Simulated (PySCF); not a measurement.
# Identify the compound

Molecular formula: C5H9PSi. Simulated spectra:

1H NMR (600 MHz, computed): δ 6.27 (m, 2H), 6.17 (m, 2H), 3.93 (m, 3H), 3.06 (m, 2H).

13C{1H} NMR (computed): δ 133.8 (CH), 129.7 (CH), 32.3 (CH2).

Level of theory: GIAO PBE0/pcSseg-1 shieldings, coordinates at the GFN2-xTB level, in PySCF 2.14.0 with density-fitted response routines (one computed conformer, rapidly exchanging positions averaged, no solvent model, relativity neglected).

Chemical shifts δ = σref − σ; 1H, 13C against TMS, all at this level.

**Question.** Propose a structure and justify it.

**Answer.** 
- 3 carbon signals for 5 carbons: some carbons are equivalent by symmetry or fast rotation.
- Carbon types of the structure: 4 × CH, 1 × CH2, leaving 3 H on heteroatoms.
- δC 133.8, 129.7: alkene CH; as expected for a trigonal carbon in a double bond.
- δC 32.3: allylic sp3 CH2; a saturated carbon with 2 carbon neighbours and no heteroatom attached.
- δH 6.27, 6.17: hydrogen on an alkene CH; attached to an sp2 carbon and in the plane of the double bond.
- δH 3.93: hydrogen on a silicon bonded to P.
- δH 3.06: hydrogen on an allylic sp3 CH2; allylic position.

These data were computed for SMILES [SiH3]P1C=CCC=C1.

This is the structure that produced the data.

Splittings by 31P in the carbon and heteronuclear signals aren't shown, as no couplings were computed. Shifts are as computed. Against solution values, carbons near 30 ppm lie about +3 ppm off and those near 130 ppm about +5 ppm. Of 1211 compounds with measured shifts, 218 miss one by over three times the rms of a fit or turn the order of signals round; such compounds aren't used in these exercises. No couplings were computed; multiplicities are counted from neighbouring protons, with m where these are inequivalent, close in shift, in a saturated or five-membered ring or joined by F or P, and br s for small geminal =CH2 splittings.
